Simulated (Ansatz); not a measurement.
Ideal-gas functions of CH4O2Sn, SMILES `O=[CH][SnH2][OH]` at 400 K and 1 bar, from an Ansatz frequency run at PBE0-D4/def2-TZVP.

Molar mass 166.75 g/mol, point group Cs (symmetry number 1), electronic degeneracy 1, moments of inertia 72.69, 170.528, 235.149 u Å². Harmonic wavenumbers (cm⁻¹, unscaled): 87, 107, 282, 288, 333, 507, 526, 601, 638, 701, 830, 910, 1358, 1779, 1937, 1940, 2851, 3847.

Use S(trans) = R[1.5 ln M + 2.5 ln T − 1.1517]; rotational temperatures θ = 24.2544 K / I; S(rot) = R[ln(√π/σ · √(T³/θAθBθC)) + 1.5]; for each mode x = 1.438777 ν̃/T, S = R[x/(eˣ − 1) − ln(1 − e⁻ˣ)] and H = RT x/(eˣ − 1); 1 cm⁻¹ = 0.0119627 kJ/mol; R = 8.31446 J/(mol·K).

Task: By hand: the entropy, in J/(mol·K).

Result: Translation 178.8. Rotation: θ = 0.3337, 0.1422, 0.1031 K, giving 114.1. Vibration, mode by mode: 18.01, 16.30, 8.54, 8.38, 7.29, 4.38, 4.15, 3.36, 3.02, 2.53, 1.75, 1.39, 0.37, 0.10, 0.06, 0.06, 0.00, 0.00, in all 79.7. Electronic 0.0. Sum 372.6 J/(mol·K).

Task: By hand: H − E and G − E in kJ/mol, counted from the electronic energy.

Result: Zero-point energy ½ × 19522 × 0.0119627 = 116.8; thermal vibration 17.1; translation, rotation and pV give 4 RT = 13.3. H − E = 147.2 kJ/mol, and G − E = 147.2 − 400 × 372.6/1000 = -1.8 kJ/mol.

Vibration gives 21 % of the entropy, 34.3 J/(mol·K) of it from the modes under 150 cm⁻¹: soft modes count most, and the harmonic formula is weakest for them. The sum counts one conformer and one mirror image; others add a mixing term.
